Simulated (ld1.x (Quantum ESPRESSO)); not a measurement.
## gold: one change to a PAW potential, before and after

gold, PAW, made with ld1.x (Quantum ESPRESSO) 7.5 (PBE, non-relativistic). Core [Kr] 4d10 4f14 5s2, reference 5p6 5d9 6s0 6p0 (charge +2). Waves: 6s (bound, empty): rcut 2.40, rcutus 2.55 bohr; 6s channel at 2.1 Ry: rcut 2.40, rcutus 2.55 bohr; 5p (bound): rcut 1.70, rcutus 2.30 bohr; 6p (bound, empty): rcut 1.70, rcutus 2.30 bohr; 5d (bound): rcut 1.35, rcutus 1.55 bohr; 5d channel at -1.35 Ry: rcut 1.35, rcutus 1.55 bohr. Local part: all-electron potential smoothed inside 1.65 bohr (lloc = -1). Core correction: Bessel-smoothed model core inside 0.95 bohr. Augmentation charge: GAUSS, radius 1.30 bohr.

Change: augmentation PSQ, radius 0.95 bohr.

Cutoffs: the cutoffs (Ry, on a coarse ladder) from which the occupation-weighted sum of valence levels, in a spherical-Bessel basis at the reference potential, stays within 10 and 1 mRy of its value at 400 Ry; they do not see the model core or the augmentation charge, which bear on the density cutoff. Errors are all-electron minus pseudo energies relative to the spin-unpolarised reference configuration.

Question: What does the change do?

Answer: The potential gets neither clearly harder nor softer (45 Ry and 80 Ry → 45 Ry and 80 Ry); both files keep a bound ghost (s); of the 7 tests that both files solve, the error grows in 1 and shrinks in 2 by more than 15 % and 0.3 meV (median size 15.6 → 5.5 meV).

```tsv
quantity	base	changed
cutoff, loose	45 Ry	45 Ry
cutoff, tight	80 Ry	80 Ry
bound ghosts	s	s
error for 5p6 5d10 6s1 6p0, meV [ΔE -29.14 eV]	+17	-3.7
error for 5p6 5d10 6s0 6p0, meV [ΔE -21.86 eV]	-6.8	-6.9
error for 5p6 5d8 6s0 6p0, meV [ΔE 34.79 eV]	-16	-15
error for 5p6 5d7 6s0 6p0, meV [ΔE 83.64 eV]	-87	-83
error for 5p6 5d10 6s0 6p1, meV [ΔE -25.69 eV]	-3.0	-3.4
error for 5p6 5d10 6s0.5 6p0, meV [ΔE -26.31 eV]	+2.8	-5.5
error for 5p6 5d9 6s1 6p1, meV [ΔE -20.26 eV]	+27	+1.2
s: phases at 2.75 bohr within 0.05 rad from the reference energy up to (Ry; the scan ends near 5)	3.8	3.8
p: phases at 2.75 bohr within 0.05 rad from the reference energy up to (Ry; the scan ends near 5)	2.6	2.6
d: phases at 2.75 bohr within 0.05 rad from the reference energy up to (Ry; the scan ends near 5)	to the end of the scan	to the end of the scan
lowest overlap eigenvalue by channel	s 0.35, p 0.67, d 0.79	s 0.35, p 0.67, d 0.79
```

 A true bound ghost makes a file unfit for plane-wave use even where its test errors are small: the radial tests pick states by their node count and pass the ghost by.
